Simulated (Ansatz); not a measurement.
These are Ansatz (an electronic-structure program) with r2SCAN-D4/def2-TZVP values and carry that method's errors. No frequencies were computed at this level.

Ansatz 0.2 input:
```yaml
crystal:
  periodic: [false, false, false]
  atoms:
    - { symbol: S, position_ang: [1.296853, -1.242994, -0.121623] }
    - { symbol: Ge, position_ang: [-0.045566, 0.523046, -0.0081] }
    - { symbol: S, position_ang: [-2.096683, -0.10043, -0.512253] }
    - { symbol: H, position_ang: [2.371559, -0.570503, 0.261021] }
    - { symbol: H, position_ang: [0.381258, 1.603015, -0.982807] }
    - { symbol: H, position_ang: [0.032187, 1.11455, 1.393682] }
    - { symbol: H, position_ang: [-1.939607, -1.326684, -0.02992] }
basis:
  gaussian: { orbitals: def2-tzvp }
hamiltonian:
  xc: r2scan
  dispersion: d4
relax:
  max_steps: 150
```

Output:

```
Functional definition: r2SCAN
1056 factors; their error is unknown
mean field evaluation 1: about -78253.1831 eV, gradient 2.7e1 eV
mean field evaluation 2: about -78253.1229 eV, gradient 3.2e1 eV
mean field evaluation 4: about -78254.4292 eV, gradient 1.5e0 eV
mean field evaluation 8: about -78254.4317 eV, gradient 6.6e-2 eV
mean field evaluation 16: about -78254.4127 eV, gradient 6.6e-5 eV
mean field -78254.41273473 eV, -2875.7966252552 hartree, gradient 6.7e-5 eV, S^2 0.000000; 0 other end points of the search recorded, 0 dependent functions left out
reference -78254.41274507 eV, -2875.7966256354 hartree; 34, 34 occupied and 112, 112 virtual orbitals, 1056 factors
relax step   1: F+E_penalty+E_count = -78254.45136528 eV  Δ(F+E_penalty+E_count) = +0.000e0 eV  max|allowed force component| = 4.912e-1 eV/Å  Δτ_max = 0.0000 Å  (28 SCF iters, accepted)
these checks for a lower state are left out or cut short: starts, cluster_reference, orbital_swaps, neighbouring_geometries, increment
1056 factors; their error is unknown
mean field -78254.45093967 eV, -2875.7980292609 hartree, gradient 1.6e-5 eV, S^2 0.000000; 0 other end points of the search recorded, 0 dependent functions left out
reference -78254.45095001 eV, -2875.7980296407 hartree; 34, 34 occupied and 112, 112 virtual orbitals, 1056 factors
relax step   2: F+E_penalty+E_count = -78254.48974882 eV  Δ(F+E_penalty+E_count) = -3.838e-2 eV  max|allowed force component| = 3.823e-1 eV/Å  Δτ_max = 0.1410 Å  (30 SCF iters, accepted)
these checks for a lower state are left out or cut short: starts, cluster_reference, orbital_swaps, neighbouring_geometries, increment
1056 factors; their error is unknown
mean field -78254.46190531 eV, -2875.7984322407 hartree, gradient 2.2e-5 eV, S^2 0.000000; 0 other end points of the search recorded, 0 dependent functions left out
reference -78254.46191572 eV, -2875.7984326233 hartree; 34, 34 occupied and 112, 112 virtual orbitals, 1056 factors
relax step   3: F+E_penalty+E_count = -78254.50058996 eV  Δ(F+E_penalty+E_count) = -1.084e-2 eV  max|allowed force component| = 4.764e-1 eV/Å  Δτ_max = 0.1303 Å  (30 SCF iters, accepted)
these checks for a lower state are left out or cut short: starts, cluster_reference, orbital_swaps, neighbouring_geometries, increment
1056 factors; their error is unknown
mean field evaluation 32: about -78254.3458 eV, gradient 6.8e0 eV
mean field -78254.47987120 eV, -2875.7990924750 hartree, gradient 2.7e-5 eV, S^2 0.000000; 0 other end points of the search recorded, 0 dependent functions left out
reference -78254.47988157 eV, -2875.7990928560 hartree; 34, 34 occupied and 112, 112 virtual orbitals, 1056 factors
relax step   4: F+E_penalty+E_count = -78254.51862650 eV  Δ(F+E_penalty+E_count) = -1.804e-2 eV  max|allowed force component| = 2.137e-1 eV/Å  Δτ_max = 0.1281 Å  (29 SCF iters, accepted)
these checks for a lower state are left out or cut short: starts, cluster_reference, orbital_swaps, neighbouring_geometries, increment
1056 factors; their error is unknown
mean field -78254.47975023 eV, -2875.7990880295 hartree, gradient 1.3e-5 eV, S^2 0.000000; 0 other end points of the search recorded, 0 dependent functions left out
reference -78254.47976062 eV, -2875.7990884112 hartree; 34, 34 occupied and 112, 112 virtual orbitals, 1056 factors
relax step   5: F+E_penalty+E_count = -78254.51850102 eV  Δ(F+E_penalty+E_count) = +1.255e-4 eV  max|allowed force component| = 2.482e-1 eV/Å  Δτ_max = 0.2000 Å  (35 SCF iters, rejected (line search))
these checks for a lower state are left out or cut short: starts, cluster_reference, orbital_swaps, neighbouring_geometries, increment
1056 factors; their error is unknown
mean field -78254.48946888 eV, -2875.7994451834 hartree, gradient 1.2e-5 eV, S^2 0.000000; 0 other end points of the search recorded, 0 dependent functions left out
reference -78254.48947929 eV, -2875.7994455657 hartree; 34, 34 occupied and 112, 112 virtual orbitals, 1056 factors
relax step   6: F+E_penalty+E_count = -78254.52816129 eV  Δ(F+E_penalty+E_count) = -9.535e-3 eV  max|allowed force component| = 1.656e-1 eV/Å  Δτ_max = 0.0975 Å  (30 SCF iters, accepted)
these checks for a lower state are left out or cut short: starts, cluster_reference, orbital_swaps, neighbouring_geometries, increment
1056 factors; their error is unknown
mean field -78254.48959338 eV, -2875.7994497587 hartree, gradient 1.7e-5 eV, S^2 0.000000; 0 other end points of the search recorded, 0 dependent functions left out
reference -78254.48960380 eV, -2875.7994501417 hartree; 34, 34 occupied and 112, 112 virtual orbitals, 1056 factors
relax step   7: F+E_penalty+E_count = -78254.52822651 eV  Δ(F+E_penalty+E_count) = -6.522e-5 eV  max|allowed force component| = 4.669e-2 eV/Å  Δτ_max = 0.0999 Å  (29 SCF iters, accepted)
these checks for a lower state are left out or cut short: starts, cluster_reference, orbital_swaps, neighbouring_geometries, increment
1056 factors; their error is unknown
mean field evaluation 64: about -78254.4796 eV, gradient 5.0e-4 eV
mean field -78254.47958072 eV, -2875.7990818002 hartree, gradient 9.3e-6 eV, S^2 0.000000; 0 other end points of the search recorded, 0 dependent functions left out
reference -78254.47959115 eV, -2875.7990821833 hartree; 34, 34 occupied and 112, 112 virtual orbitals, 1056 factors
relax step   8: F+E_penalty+E_count = -78254.51800360 eV  Δ(F+E_penalty+E_count) = +1.022e-2 eV  max|allowed force component| = 1.605e-1 eV/Å  Δτ_max = 0.1500 Å  (30 SCF iters, rejected (line search))
these checks for a lower state are left out or cut short: starts, cluster_reference, orbital_swaps, neighbouring_geometries, increment
1056 factors; their error is unknown
mean field -78254.49156753 eV, -2875.7995223071 hartree, gradient 1.4e-5 eV, S^2 0.000000; 0 other end points of the search recorded, 0 dependent functions left out
reference -78254.49157794 eV, -2875.7995226898 hartree; 34, 34 occupied and 112, 112 virtual orbitals, 1056 factors
relax step   9: F+E_penalty+E_count = -78254.53017015 eV  Δ(F+E_penalty+E_count) = -1.944e-3 eV  max|allowed force component| = 2.194e-2 eV/Å  Δτ_max = 0.0553 Å  (29 SCF iters, accepted)
these checks for a lower state are left out or cut short: starts, cluster_reference, orbital_swaps, neighbouring_geometries, increment
1056 factors; their error is unknown
mean field -78254.49175268 eV, -2875.7995291112 hartree, gradient 1.3e-5 eV, S^2 0.000000; 0 other end points of the search recorded, 0 dependent functions left out
reference -78254.49176309 eV, -2875.7995294939 hartree; 34, 34 occupied and 112, 112 virtual orbitals, 1056 factors
relax step  10: F+E_penalty+E_count = -78254.53036325 eV  Δ(F+E_penalty+E_count) = -1.931e-4 eV  max|allowed force component| = 4.058e-3 eV/Å  Δτ_max = 0.0182 Å  (30 SCF iters, accepted)
these checks for a lower state are left out or cut short: starts, cluster_reference, orbital_swaps, neighbouring_geometries, increment
1056 factors; their error is unknown
mean field -78254.49177345 eV, -2875.7995298748 hartree, gradient 1.3e-5 eV, S^2 0.000000; 0 other end points of the search recorded, 0 dependent functions left out
reference -78254.49178386 eV, -2875.7995302574 hartree; 34, 34 occupied and 112, 112 virtual orbitals, 1056 factors
relax step  11: F+E_penalty+E_count = -78254.53039552 eV  Δ(F+E_penalty+E_count) = -3.227e-5 eV  max|allowed force component| = 5.843e-3 eV/Å  Δτ_max = 0.0101 Å  (30 SCF iters, accepted)
these checks for a lower state are left out or cut short: starts, cluster_reference, orbital_swaps, neighbouring_geometries, increment
1056 factors; their error is unknown
mean field -78254.49178234 eV, -2875.7995302015 hartree, gradient 8.9e-6 eV, S^2 0.000000; 0 other end points of the search recorded, 0 dependent functions left out
reference -78254.49179275 eV, -2875.7995305841 hartree; 34, 34 occupied and 112, 112 virtual orbitals, 1056 factors
relax step  12: F+E_penalty+E_count = -78254.53040616 eV  Δ(F+E_penalty+E_count) = -1.064e-5 eV  max|allowed force component| = 4.441e-3 eV/Å  Δτ_max = 0.0050 Å  (25 SCF iters, accepted)
1056 factors; their error is unknown
mean field evaluation 96: about -78254.4918 eV, gradient 8.9e-6 eV
mean field -78254.49178234 eV, -2875.7995302015 hartree, gradient 8.9e-6 eV, S^2 0.000000; 1 other end points of the search recorded, 0 dependent functions left out
reference -78254.49179275 eV, -2875.7995305841 hartree; 34, 34 occupied and 112, 112 virtual orbitals, 1056 factors
Total energy: -78254.53041657 eV, -2875.8009499830 hartree
Atom 0 at     1.466170    -1.100457    -0.437811 Å, force    -0.000001    -0.000530    -0.002275 eV/Å
Atom 1 at    -0.002967     0.542834    -0.105376 Å, force     0.004441     0.001686     0.001553 eV/Å
Atom 2 at    -2.023774    -0.194875    -0.637761 Å, force     0.000210    -0.002317     0.001998 eV/Å
Atom 3 at     2.228482    -0.743162     0.610303 Å, force    -0.002361     0.001087     0.000895 eV/Å
Atom 4 at     0.231511     1.724463    -1.052775 Å, force    -0.000953    -0.001710     0.001310 eV/Å
Atom 5 at     0.094014     0.968891     1.366027 Å, force    -0.000780     0.000007    -0.001964 eV/Å
Atom 6 at    -1.993436    -1.197695     0.257393 Å, force    -0.000555     0.001777    -0.001517 eV/Å
Dipole moment:     0.128922     0.127155     0.312141 e Å
```

Cost: very roughly 70 core-seconds.
